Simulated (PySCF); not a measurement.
C4H2BrCl, SMILES C#C/C(Br)=C\Cl. Atoms are numbered in the order given.

```xyz
8

C      2.6589     0.7466     0.0000
C      1.4834     0.4621     0.0000
C      0.0988     0.1081     0.0000
Br    -0.2904    -1.7419     0.0000
C     -0.9191     0.9805     0.0000
Cl    -0.6771     2.6779     0.0000
H      3.7035     1.0060     0.0000
H     -1.9611     0.6550     0.0000
```

The structure is a stationary point at ωB97X-D3(BJ)/def2-SVP. The structure was generated by enumeration; whether it is a known compound was not checked.

The numbers are results of PBE/pcSseg-1 run with PySCF, not measurements.

GIAO shieldings, no solvent; atoms alike by connectivity are averaged. δ = σ(ref) − σ: ¹³C against TMS (σ = 182.0 ppm); ³⁵Cl against HCl (σ = 936.5 ppm); ¹H against TMS (σ = 31.49 ppm), references at their B3LYP-D3(BJ)/def2-TZVP geometries, non-relativistic (without spin–orbit terms, shifts of atoms bonded to Cl or Br come out too high).

```json
[
 {"atoms": "C5", "nucleus": "¹³C", "count": "1", "δ (ppm)": "140.0"},
 {"atoms": "C3", "nucleus": "¹³C", "count": "1", "δ (ppm)": "122.6"},
 {"atoms": "C1", "nucleus": "¹³C", "count": "1", "δ (ppm)": "97.4"},
 {"atoms": "C2", "nucleus": "¹³C", "count": "1", "δ (ppm)": "___"},
 {"atoms": "Cl6", "nucleus": "³⁵Cl", "count": "1", "δ (ppm)": "295.7"},
 {"atoms": "H8", "nucleus": "¹H", "count": "1", "δ (ppm)": "___"},
 {"atoms": "H7", "nucleus": "¹H", "count": "1", "δ (ppm)": "___"}
]
```

### Question
What belongs in the gaps? (Estimate from the structure and the level; the computed values follow.)

### Answer

- H7, δ (ppm): 3.93
- C2, δ (ppm): 84.4
- H8, δ (ppm): 6.76
